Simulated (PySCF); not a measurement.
Correlation energy of Sc³⁺ (scandium, charge +3)

Starting occupation: [Ar]. Calculation: PySCF 2.14, in an uncontracted even-tempered set (21 s from 0.02 bohr⁻², ratio 2.6; 15 p from 0.025 bohr⁻², ratio 2.6; 7 d from 0.026 bohr⁻², ratio 2.8; 3 f from 2.9 bohr⁻², ratio 2.8); X2C-1e with screened-nucleus spin-orbit coupling, Gaussian nucleus. Frozen: [Ne]; 8 electrons correlated; the 58 highest virtual spinors left out.

MP2 pair energies summed by pair of shells (mhartree):

```csv
pair,energy,share (%)
3p3/2-3p3/2,-80.10,34.9
3p1/2-3p3/2,-78.18,34.0
3p3/2-3s1/2,-27.53,12.0
3p1/2-3p1/2,-20.56,8.9
3p1/2-3s1/2,-13.84,6.0
3s1/2-3s1/2,-9.56,4.2
```

Total MP2 correlation energy: -229.77 mhartree.

The virtual space was cut to 56 spinors, which keep -219.05 of the -229.77 mhartree of MP2 correlation.

```
  level  correlation energy (mhartree)
   CCSD                        -238.29
    (T)                          -3.98
CCSD(T)                        -242.27
```

Diagnostics: T1 = 0.0020, largest double amplitude 0.046.

Cost of the coupled-cluster step: about 50 core-seconds, for 8 occupied and 56 virtual spinors.

Iterations:

```
Init t2, MP2 energy = -0.219054538246079
CCSD nocc = 8, nmo = 64
Init t2, MP2 energy = -0.219054538246079
Init E_corr(GCCSD) = -0.219054538246079
cycle = 1  E_corr(GCCSD) = -0.235320179305056  dE = -0.0162656411  norm(t1,t2) = 0.0216659
cycle = 2  E_corr(GCCSD) = -0.237685845774988  dE = -0.00236566647  norm(t1,t2) = 0.00510893
cycle = 3  E_corr(GCCSD) = -0.238324929075868  dE = -0.000639083301  norm(t1,t2) = 0.00163943
cycle = 4  E_corr(GCCSD) = -0.238294665161388  dE = 3.02639145e-05  norm(t1,t2) = 0.000123325
cycle = 5  E_corr(GCCSD) = -0.238293679414425  dE = 9.85746963e-07  norm(t1,t2) = 7.33429e-06
cycle = 6  E_corr(GCCSD) = -0.238293819549235  dE = -1.4013481e-07  norm(t1,t2) = 8.84698e-07
cycle = 7  E_corr(GCCSD) = -0.238293818989175  dE = 5.60060165e-10  norm(t1,t2) = 1.01541e-07
GCCSD converged
E(GCCSD) = -762.0053128568127  E_corr = -0.238293818989175
```

The coupled-cluster values are those of the cut space; adding the MP2 remainder, -10.72 mhartree, estimates the full space.
